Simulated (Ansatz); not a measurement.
Consider the ligand exchange at the Si–C bond: `C=C[Si](O)(O)O` + H₂S → `O[Si](O)(O)S` + ethylene.

Gas-phase electronic energies from Ansatz, PBE0-D4/def2-TZVP geometries. CCSD(T)/CBS is the MP2 limit (def2-TZVPP, def2-QZVPP) plus CCSD(T) − MP2 in def2-TZVPP, frozen cores. This one scheme is used for every species. Functionals use def2-TZVPP. B3LYP here is the variant with VWN-RPA as its local correlation; programs differ in this. One conformer a species, not always the lowest.

```json
{"level": "r2SCAN-D4", "ΔE (eV)": "-0.62"}
{"level": "B3LYP-D4", "ΔE (eV)": "-0.58"}
{"level": "PBE", "ΔE (eV)": "-0.62"}
{"level": "HF/def2-TZVPP", "ΔE (eV)": "-0.60"}
```

Q: What does CCSD(T)/CBS give? (Best estimate.)

A: Computed: -0.58 eV. The listed levels differ from it by -0.04, 0.00, -0.04, -0.02 eV.

Q: What do rigid-rotor, harmonic-oscillator terms from PBE0-D4/def2-TZVP frequencies (298.15 K, 1 bar) make of the CCSD(T)/CBS value? (Best estimate.)

A: The calculation gave: ΔZPE = +0.08 eV, ΔH = -0.52 eV, ΔS = -2 J/(mol·K), ΔG = -0.51 eV.

Largest T1 diagnostic among the species: 0.012.

At CCSD(T), def2-SVP lies +0.08 eV from the extrapolated value and def2-TZVPP +0.03 eV. Leaving LDA and LC-ωPBE aside and taking each functional with its dispersion term where it has one, the values, not all of them listed here, spread over 0.06 eV, from B97M-V to CAM-B3LYP-D4. LDA lies +0.03 eV from PBE without D4.
